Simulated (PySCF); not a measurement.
Au₂, SMILES [Au][Au], multiplicity 1. Atoms are numbered in the order given.

```xyz
2

Au     0.0000     0.0000    -1.2657
Au     0.0000     0.0000     1.2657
```

Coordinates come from a PBE-D3(BJ)/def2-TZVPD optimisation. The multiplicity is an assumed one; other spin states were not compared. The def2 effective core potentials stand for the cores of Au; spin–orbit coupling is left out.

Level of theory: PBE-D3(BJ)/def2-TZVPD (PySCF).

Frequencies are harmonic and unscaled.

```csv
mode,ν (cm⁻¹),IR (km/mol),Raman (Å⁴/amu),depolarisation,moving atoms (share of kinetic energy)
1,171,0.0,12.1,0.25,Au 100 %
```
